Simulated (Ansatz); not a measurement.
A structure relaxed at PBE-D4/def2-SVP in Ansatz, charge 0, singlet:

```
atom   x (Å)   y (Å)   z (Å)
  O1  -1.593  -0.960  -0.930
 Zn2  -2.310   1.091  -0.022
  O3  -0.289   1.845   0.916
 Zn4   0.353  -2.267  -1.124
  O5   1.882  -0.887   0.019
 Zn6   1.957   1.178   1.142
  H7  -2.220  -1.592  -0.522
  H8  -1.872  -0.868  -1.865
  H9  -2.194   1.913  -1.363
 H10  -2.901   0.491   1.311
 H11  -0.191   2.729   0.505
 H12  -0.547   2.008   1.847
 H13   0.744  -1.779  -2.572
 H14   0.037  -3.219   0.092
 H15   2.591  -0.785  -0.649
 H16   2.237  -1.498   0.697
 H17   1.816   0.583   2.595
 H18   2.500   2.018  -0.078
```

Problem. Give its formula and point group.

Solution. Zn₃O₃H₁₂, a cluster cut from wurtzite ZnO (hydrogen-capped). Point group D3h (tolerance 0.1 Å).

Problem. Summarise the bond lengths by kind (pairs closer than 1.2 times the sum of covalent radii, bridged metal pairs left out).

Solution. 6 × H–O 0.98 Å; 6 × H–Zn 1.58 Å.
